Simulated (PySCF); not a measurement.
Compound: Si4H10.
SMILES with atom numbers: `[SiH3:1][SiH2:2][SiH2:3][SiH3:4]` (hydrogens: H5, H6, H7 on Si1; H8, H9 on Si2; H10, H11 on Si3; H12, H13, H14 on Si4)

Geometry (PBE0-D3(BJ)/def2-TZVP, Å), atoms numbered from 1 in this order:
```xyz
14
Si4H10 angstrom
Si     2.0074    1.0488    0.8342
Si     1.2875   -0.8985   -0.2414
Si    -0.9648   -1.2876    0.2528
Si    -2.2459    0.5631   -0.3794
H      3.4422    1.3227    0.5528
H      1.8263    0.9090    2.3043
H      1.1992    2.2067    0.3661
H      1.4431   -0.7343   -1.7144
H      2.1234   -2.0543    0.1897
H     -1.1094   -1.5080    1.7196
H     -1.4533   -2.5067   -0.4512
H     -1.7828    1.7678    0.3604
H     -2.0858    0.8130   -1.8373
H     -3.6884    0.3480   -0.0869
```

Level: wB97X-D/pcSseg-2 in PySCF, non-relativistic, on one gas-phase PBE0-D3(BJ)/def2-TZVP geometry that isn't relaxed in the solvent. The solvent is an IEF-PCM continuum (Bondi radii, 1.10 Å for H, scaled by 1.2). The model holds no explicit solvent molecules, cavitation or dispersion.

Gas phase at wB97X-D/pcSseg-2: HOMO -9.69 eV, LUMO 1.35 eV, dipole 0.13 D.

Q: What does the continuum do to the energy, the frontier levels and the dipole at wB97X-D/pcSseg-2 in chloroform?

A: 
| solvent | ε | E(solvent) − E(gas) (kcal/mol) | polarisation term (kcal/mol) | distortion of the solute (kcal/mol) | HOMO (eV) | LUMO (eV) | dipole (D) |
| --- | --- | --- | --- | --- | --- | --- | --- |
| chloroform | 4.711 | -0.26 | -0.27 | 0.01 | -9.56 | 1.48 | 0.16 |

The first energy column is the sum of the next two and covers electrostatics alone.

Time: 56 s of wall time; peak memory 1.6 GiB. Hardware: one thread, Arm Neoverse V1 (aarch64), shared host with 32 logical CPUs at a one-minute load of 9.3. This is the whole shielding run at wB97X-D/pcSseg-2 in chloroform, SCF included.

The pairwise dispersion term of wB97X-D wasn't added to the energies; at a given geometry it leaves orbitals and properties as they are.
